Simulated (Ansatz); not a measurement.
System: GaH, charge 1, doublet. GaH+ (parent SMILES [GaH], doublet).
B3LYP-D3(BJ)/def2-TZVP minimum from Ansatz (an electronic-structure program):
```xyz
2

Ga     0.0000     0.0000    -0.0528
H      0.0000     0.0000     1.6374
```
Charge +1, spin multiplicity 2.

Total energies in cc-pVQZ, 3 correlated electrons, 14 frozen orbitals. UHF or UKS for unpaired electrons; spin-orbit terms are left out. Cores are frozen in correlated methods (noble-gas shells, and filled d and f shells in the p block). No relativity. The UHF reference of HGa+ (parent SMILES [GaH], doublet) is spin-contaminated (<S^2> up to 0.05 over the pure value in the sets run). The spin of HGa+ (parent SMILES [GaH], doublet) was assumed, and the state is the lowest solution found for it.

```csv
method,program,energy (Eh),minus CCSDT (mEh)
HF,Ansatz,-1923.56879,47.25
MP2,Ansatz,-1923.60244,13.60
CCSD,Ansatz,-1923.61527,0.77
CCSD(T),Ansatz,-1923.61584,0.20
CCSDT,Ansatz,-1923.61604,0.00
```

Rough core times of Ansatz's runs on a shared machine: CCSD(T) under 20 s, CCSDT 70 s.
